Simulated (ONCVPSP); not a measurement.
**Before and after: ONCV potential for gallium**

* Element: Ga
* Generator: ONCVPSP 4.0.1
* Type: optimised norm-conserving Vanderbilt (ONCV)
* Functional: revPBE
* Relativity: scalar-relativistic
* Frozen core: [Ar]
* Valence charge: 13
* Reference configuration: 3d10 4s1.75 4p1.25
* Partial waves: 4s: rc 1.70 bohr, ncon 3, nbas 7, qcut 4 1/bohr, 2 projectors, debl 2.6 Ha; 4p: rc 2.85 bohr, ncon 4, nbas 7, qcut 2.9 1/bohr, 2 projectors, debl 3.2 Ha; 3d: rc 1.15 bohr, ncon 4, nbas 8, qcut 14.7 1/bohr, 2 projectors, debl 3.4 Ha
* Local potential: polynomial inside 1.05 bohr (lpopt 3, dvloc0 2 Ha)
* Core correction: polynomial model core, fcfact 0.4

All-electron outer shells of the reference configuration (revPBE, scalar-relativistic, ld1.x):

```
shell  level (eV)  outermost node (bohr)  outermost maximum (bohr)
   3s     -148.70                   0.27                      0.56
   3p      -99.37                   0.24                      0.56
   3d      -19.60                      –                      0.54
   4s       -9.17                   0.81                      1.90
   4p       -2.73                   0.87                      2.53
```

Change: s: qcut 4.5; p: qcut 3.3; d: qcut 16.6.

Cutoffs: the cutoffs (Ha) at which the residual kinetic energy of the hardest occupied pseudo-wave falls to 1 and 0.1 mHa per electron; they do not see the model core or the augmentation charge, which bear on the density cutoff. Errors are all-electron minus pseudo energies relative to the spin-unpolarised reference configuration.

Task: How do hardness, ghosts and transferability respond?

Result: The potential gets harder (82 Ha and 92 Ha → 93 Ha and 106 Ha); of the 4 tests that both files solve, the error grows in 0 and shrinks in 2 by more than 15 % and 0.3 meV (median size 2.3 → 1.8 meV); neither file shows a bound ghost.

| quantity | base | changed |
| --- | --- | --- |
| cutoff, loose | 82 Ha | 93 Ha |
| cutoff, tight | 92 Ha | 106 Ha |
| loose cutoff by channel | s 7.1 Ha, p 2.1 Ha, d 82 Ha | s 7.6 Ha, p 2.1 Ha, d 93 Ha |
| bound ghosts | none | none |
| GHOST(+) flags under 300 eV | s at 86.7 eV | s at 83.4 eV |
| error for 3d10 4s2 4p1, meV [ΔE -1.60 eV] | +0.3 | +0.4 |
| error for 3d10 4s2 4p0, meV [ΔE 4.02 eV] | -1.8 | -1.5 |
| error for 3d10 4s1 4p0, meV [ΔE 25.01 eV] | -30 | -30 |
| error for 3d10 4s1 4p2, meV [ΔE 4.91 eV] | +2.9 | +2.2 |
| s: phases at 1.73 bohr within 0.05 rad from the reference energy up to (Ha; the scan ends near 5) | 3.2 | 3.0 |
| p: phases at 2.89 bohr within 0.05 rad from the reference energy up to (Ha; the scan ends near 5) | 1.3 | 1.3 |
| d: phases at 1.17 bohr within 0.05 rad from the reference energy up to (Ha; the scan ends near 5) | to the end of the scan | to the end of the scan |
| rms error of d²Exc/dni dnj with the model core, mHa | 1.88 | 1.96 |
